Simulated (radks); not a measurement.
The technetium anion Tc- inside a hard spherical wall (all orbitals vanish at R), configuration held at [Kr] 4d6 5s2 and not refilled when levels cross. All-electron calculation, scalar-relativistic Kohn-Sham, PBE, spin-unpolarised, spherical densities, finite nucleus; Fermi nuclear charge, rms radius 4.4112 fm. Program: a radial shooting solver on a logarithmic mesh with Libxc functionals. Eigenvalues in eV, with the zero of energy where the potential of the charges vanishes at infinity; a dash marks a level that is unbound or too diffuse for the functional's potential to be trusted. A positive occupied level is held by the wall or, in an anion where self-interaction has pushed it up, behind a barrier. The pressure on the wall is -dE/dV.

R (bohr) = 8: E (hartree) -4285.59489; kinetic (hartree) 4425.178; e(4s) -63.671; e(4p) -35.747; e(5s) 1.788; e(4d) 2.178; e(5p, empty) 4.959; e(6s, empty) 9.819; pressure (GPa) 0.683
R (bohr) = 7: E (hartree) -4285.56602; kinetic (hartree) 4425.298; e(4s) -62.880; e(4p) -34.960; e(5s) 2.527; e(4d) 2.901; e(5p, empty) 6.133; e(6s, empty) 13.476; pressure (GPa) 2.04
R (bohr) = 6: E (hartree) -4285.49657; kinetic (hartree) 4425.569; e(4s) -61.445; e(4p) -33.544; e(5s) 3.950; e(4d) 4.190; e(5p, empty) 8.236; e(6s, empty) 19.862; pressure (GPa) 6.96
R (bohr) = 5: E (hartree) -4285.31056; kinetic (hartree) 4426.251; e(4s) -58.675; e(4p) -30.841; e(5s) 6.995; e(4d) 6.655; e(5p, empty) 12.464; e(6s, empty) 32.155; pressure (GPa) 28.3
R (bohr) = 4: E (hartree) -4284.73019; kinetic (hartree) 4428.240; e(4s) -52.967; e(4p) -25.360; e(5s) 14.605; e(4d) 11.881; e(5p, empty) 22.470; e(6s, empty) 59.216; pressure (GPa) 149
R (bohr) = 3.5: E (hartree) -4283.99093; kinetic (hartree) 4430.702; e(4s) -47.905; e(4p) -20.546; e(5s) 22.972; e(4d) 16.822; e(5p, empty) 33.033; e(6s, empty) 85.804; pressure (GPa) 398
R (bohr) = 2: E (hartree) -4267.00301; kinetic (hartree) 4484.957; e(4s) 2.236; e(4p) 31.145; e(5s) 158.49; e(4d) 77.882; e(5p, empty) 184.35; e(6s, empty) 406.66; pressure (GPa) 22900
